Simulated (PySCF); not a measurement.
## Excited states of Cd (cadmium, neutral)

Ground state [Kr] 4d10 5s2, ¹S. All numbers are calculated (PySCF 2.14, a scalar-relativistic core potential, in def2-TZVPPD with one added diffuse shell each of s, p, d, f type with the def2 core potential (28 electrons) (7s5p4d3f1g, 72 functions)). Vertical excitation energies in eV without spin-orbit coupling; excited terms of each kind are numbered among those the solver found. Frozen: 4s2 4p6.

| term | leading excitation | EOM-EE-CCSD | measured centre of gravity (NIST) |
| --- | --- | --- | --- |
| 1 3P° | 5s → p | 3.820 | 3.874 (5s5p) |
| 1 1P° | 5s → p | 5.463 | 5.417 (5s5p) |
| 1 3S | 5s → s | 6.287 | 6.383 (5s6s) |
| 1 1S | 5s → s | 6.593 | 6.610 (5s6s) |
| 2 3P° | 5s → p | 7.343 | n/a |
| 2 1P° | 5s → p | 7.667 | n/a |
| 1 1D | 5s → d | 8.912 | 7.342 (5s5d) |
| 1 3D | 5s → d | 9.336 | 7.378 (5s5d) |

Only the lower part of the computed list is shown. Doubly excited terms such as np² are absent. The solver can miss terms. Rydberg members are limited by the diffuse functions of the basis.
